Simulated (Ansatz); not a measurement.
The multiplicity is imposed and other spin states were not computed.

The numbers are results of frozen-core CCSD(T)/def2-TZVPP // r2SCAN-D4/def2-SVP (Ansatz, a first-principles code), not measurements.

Ansatz 0.2 input:
```yaml
crystal:
  periodic: [false, false, false]
  atoms:
    - { symbol: Ag, position_ang: [0.008987, 0.016973, -0.012554] }
    - { symbol: O, position_ang: [0.968804, 0.203346, -1.942446] }
    - { symbol: H, position_ang: [1.425463, 1.048217, -2.06459] }
    - { symbol: H, position_ang: [0.35319, 0.132869, -2.686298] }
    - { symbol: F, position_ang: [-0.86058, -0.137551, 1.714865] }
basis:
  gaussian: { orbitals: def2-TZVPP }
correlation:
  method: ccsd_t
```

Output:

```
Functional definition: HF
965 factors; integrals over basis functions are off by at most 1.0e-3 eV
mean field evaluation 1: about -8748.7295 eV, gradient 4.9e1 eV
mean field evaluation 2: about -8748.9335 eV, gradient 4.9e1 eV
mean field evaluation 4: about -8752.9392 eV, gradient 2.6e0 eV
mean field evaluation 8: about -8752.9952 eV, gradient 4.1e-1 eV
mean field evaluation 16: about -8752.9959 eV, gradient 2.0e-6 eV
mean field -8752.99593535 eV, -321.6666676303 hartree, gradient 2.0e-6 eV, S^2 0.000000; 0 other end points of the search recorded, 0 dependent functions left out
2 core orbitals not correlated
reference -8752.99593535 eV, -321.6666676303 hartree; 17, 17 occupied and 127, 127 virtual orbitals, 965 factors
second order -32.62743905 eV of doubles, -0.00000000 eV of singles
cycle   1  -30.92718739 eV  change     1.7e0 eV  update   1.4e-1
cycle   2  -31.61523930 eV  change   -6.9e-1 eV  update   5.3e-2
cycle   3  -31.79582336 eV  change   -1.8e-1 eV  update   3.1e-2
cycle   4  -31.79717732 eV  change   -1.4e-3 eV  update   1.6e-2
cycle   5  -31.76200022 eV  change    3.5e-2 eV  update   7.5e-3
cycle   6  -31.76618826 eV  change   -4.2e-3 eV  update   3.4e-3
cycle   7  -31.77090512 eV  change   -4.7e-3 eV  update   1.2e-3
cycle   8  -31.77060986 eV  change    3.0e-4 eV  update   5.8e-4
cycle   9  -31.77019597 eV  change    4.1e-4 eV  update   2.8e-4
cycle  10  -31.77061293 eV  change   -4.2e-4 eV  update   1.1e-4
cycle  11  -31.77049879 eV  change    1.1e-4 eV  update   4.8e-5
cycle  12  -31.77036823 eV  change    1.3e-4 eV  update   1.9e-5
cycle  13  -31.77041330 eV  change   -4.5e-5 eV  update   7.4e-6
cycle  14  -31.77040186 eV  change    1.1e-5 eV  update   3.3e-6
perturbative correction -0.97321945 eV, -0.0357651550 hartree
Total energy: -8785.73955665 eV, -322.8699735188 hartree
```

Cost: roughly 80 core-seconds.
